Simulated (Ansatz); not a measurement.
Basis sets compared for B8N⁺. Charge 1, multiplicity 1. Geometry PBE0-D4/def2-SVP. Ansatz on 4 threads of Arm Neoverse V2 on a shared host; times are rough, and most runs start from earlier orbitals.

```xyz
9

N     0.3785    1.5012   -0.2891
B     1.3692   -0.0591   -0.3962
B     1.0151    1.0500   -1.4905
B    -0.8995   -0.1862    1.5017
B    -0.3044    1.1252    0.7944
B    -0.9644   -0.8730   -0.3439
B    -0.3192    0.1783   -1.3775
B     0.5692   -1.0880    0.5479
B    -0.8446   -1.6483    1.0530
```

The restricted singlet is unstable towards broken spin symmetry in Hartree–Fock (as tested in another run); at PBE-D4/def2-SVP, PBE-D4/def2-TZVP, PBE0-D4/def2-SVP, PBE0-D4/def2-TZVP this wasn't settled. Another isomer (singlet) lies 2.51 eV lower at PBE0-D4/def2-TZVP; other spin states weren't run for this one.

```tsv
level	functions	energy (Eh)	HOMO (eV)	LUMO (eV)	wall time
PBE-D4/def2-SVP	126	-252.4606	-11.70	-9.42	1.2 s
PBE0-D4/def2-SVP	126	-252.4748	-12.45	-8.60	1.4 s
```

(1) Estimate the rows for PBE-D4/def2-TZVP (with forces), PBE0-D4/def2-TZVP.

## Answers

(1) 
```tsv
level	functions	energy (Eh)	HOMO (eV)	LUMO (eV)	wall time
PBE-D4/def2-TZVP (with forces)	279	-252.7209	-11.67	-9.40	3.2 s
PBE0-D4/def2-TZVP	279	-252.7351	-12.41	-8.56	3.8 s
```
